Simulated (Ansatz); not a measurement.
Reaction (redistribution): `[CH3][GeH]([F])[GeH3]` + `BOC(=C)N` → `[BH2][GeH]([CH3])[F]` + `C=C(N)[O][GeH3]`

Program: Ansatz. Geometries: PBE0-D4/def2-TZVP. ΔE: electronic, gas phase. CCSD(T)/CBS adds triple-zeta CCSD(T) − MP2 to the extrapolated MP2 energy (def2 sets, frozen cores). DFT in def2-TZVPP. For Ge outer-core shells are correlated without core-valence functions, which leaves a few kJ/mol of doubt a bond. Scalar relativity is left out up to krypton. One conformer a species, not always the lowest.

| level | ΔE (kJ/mol) |
| --- | --- |
| r2SCAN | 152.5 |
| HF/def2-TZVPP | 131.4 |
| CCSD(T)/def2-TZVPP | 141.3 |
| SCS-MP2/def2-QZVPP | 137.8 |

Problem. What does CCSD(T)/CBS give? (An estimate is asked.)

Solution. Ansatz gave: +143.7 kJ/mol. The listed levels differ from it by 8.8, -12.3, -2.4, -5.9 kJ/mol.

Largest T1 diagnostic among the species: 0.014.

From PBE to PBE0 (25 % exact exchange), in def2-TZVPP and without D4, ΔE moves by −4.6 kJ/mol. In def2-TZVPP, CCSD(T) changes the Hartree–Fock value by +9.8 kJ/mol (the triples alone add +1.7 kJ/mol) and MP2 by +10.6 kJ/mol.
